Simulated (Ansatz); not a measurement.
## GeF2 (SMILES [F][Ge][F]): methods side by side

GeF2 has 3 atoms, charge 0, and is taken as a singlet. As SMILES, `[F][Ge][F]`. The shape is that of a PBE0-D4/def2-TZVP optimisation.

```xyz
3

F    -0.6759   -1.1018   -0.4975
Ge    0.6375   -0.2952    0.3202
F     0.0276    1.3321    0.1641
```

Quantity: the energy change with the F1–Ge2 bond stretched from 1.745 to 2.617 Å, in eV. The values are calculated.

```
                       level                    kind  program  value (eV)  less FCI/STO-3G  CPU time (all runs)
      HF/STO-3G (restricted)            Hartree–Fock   Ansatz        5.44            +2.15               0.38 s
    BLYP/STO-3G (restricted)                     GGA   Ansatz        3.87            +0.58                  6 s
  r2SCAN/STO-3G (restricted)                meta-GGA   Ansatz        4.15            +0.86                 15 s
   BHLYP/STO-3G (restricted)           global hybrid   Ansatz        4.85            +1.56                2.6 s
   wB97X/STO-3G (restricted)  range-separated hybrid   Ansatz        4.80            +1.51                 11 s
 RPA@PBE/STO-3G (restricted)                     RPA   Ansatz        2.76            -0.53                8.9 s
CCSDT(Q)/STO-3G (restricted)   coupled cluster or CI   Ansatz        3.28            -0.01                2.9 s
                  FCI/STO-3G      exact in the basis   Ansatz        3.29             0.00                3.2 s
```

FCI/STO-3G is exact within its basis and frozen core, so for wave-function methods in that basis the difference is their error; functionals converge differently with the basis, so for them it is only a difference. A spin-restricted reference rises too steeply as a bond breaks; here HF/STO-3G, BLYP/STO-3G, r2SCAN/STO-3G, BHLYP/STO-3G, wB97X/STO-3G lie well above the multireference or unrestricted value. All-electron rows without a relativistic Hamiltonian named are non-relativistic. The first shape isn't each level's own minimum. The values span 2.76 to 5.44 eV. All rows use very small basis sets, so none should be taken for the real molecule's value. In the correlated wave-function rows the outer d shell of Ge is correlated, in sets not made for it. In so small a basis fixed costs decide the times, and correlated methods can beat functionals. CPU times are rough (shared hosts, several kinds of processor and program).
